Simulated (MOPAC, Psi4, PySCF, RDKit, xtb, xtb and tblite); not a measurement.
Two geometries of SMILES N[SiH2]c1ccccc1 (C6H9NSi), singlet, relaxed at GFN2-xTB with one dihedral held; other torsions can differ between them too.

Structure A

```
17

N      2.9224    -0.8896    -0.7496
Si     1.8547     0.4429    -0.5285
C      1.1649     0.9218    -2.2194
C      1.3138     0.1002    -3.3320
C      0.7848     0.4525    -4.5607
C      0.0893     1.6416    -4.6997
C     -0.0712     2.4727    -3.6035
C      0.4635     2.1128    -2.3801
H      2.9300    -1.6436    -0.0856
H      3.8342    -0.7567    -1.1524
H      2.4849     1.6276     0.0780
H      0.7859    -0.0603     0.3393
H      1.8540    -0.8297    -3.2269
H      0.9134    -0.2003    -5.4130
H     -0.3260     1.9202    -5.6578
H     -0.6136     3.4024    -3.7054
H      0.3354     2.7680    -1.5292
```

Structure B

```
17

N      2.9781    -0.8537    -0.3837
Si     1.9514     0.4868    -0.6752
C      1.1239     0.8645     0.9771
C      0.5651    -0.1500     1.7479
C     -0.0547     0.1205     2.9544
C     -0.1316     1.4239     3.4155
C      0.4128     2.4486     2.6604
C      1.0311     2.1665     1.4554
H      3.0724    -1.2995     0.5098
H      3.4914    -1.3230    -1.1063
H      0.9347     0.1613    -1.6888
H      2.7289     1.6507    -1.1225
H      0.6139    -1.1710     1.3947
H     -0.4807    -0.6847     3.5369
H     -0.6146     1.6396     4.3578
H      0.3547     3.4689     3.0131
H      1.4530     2.9738     0.8734
```

Q: Which is lower in energy at the level B3LYP-D3(BJ)/def2-SVP // GFN2-xTB in Psi4, and by how much?

A: A is lower, by 6.67 kJ/mol (dihedral H9–N1–Si2–C3: -140° in A, 0° in B).

E(B) − E(A) in kJ/mol at the other levels, on the same two geometries: GFN2-xTB (xtb and tblite) 0.78; MMFF94 // GFN2-xTB (RDKit) 5.91; B3LYP/def2-SVP // GFN2-xTB (Psi4) 7.08; PBE/def2-SVP // GFN2-xTB (Psi4) 8.28; PBE-D3(BJ)/def2-SVP // GFN2-xTB (Psi4) 8.03; UFF // GFN2-xTB (RDKit) 13.64; PM3, restricted, heats of formation // GFN2-xTB (MOPAC) 10.80; PM7, restricted, heats of formation // GFN2-xTB (MOPAC) 7.18; GFN1-xTB // GFN2-xTB (xtb) -2.42; restricted B3LYP/6-31G*, spherical d, density fitting // GFN2-xTB (PySCF) 6.00; restricted Hartree-Fock/STO-3G // GFN2-xTB (PySCF) 7.57; restricted LDA (SVWN5)/6-31G*, spherical d, density fitting // GFN2-xTB (PySCF) 7.40.
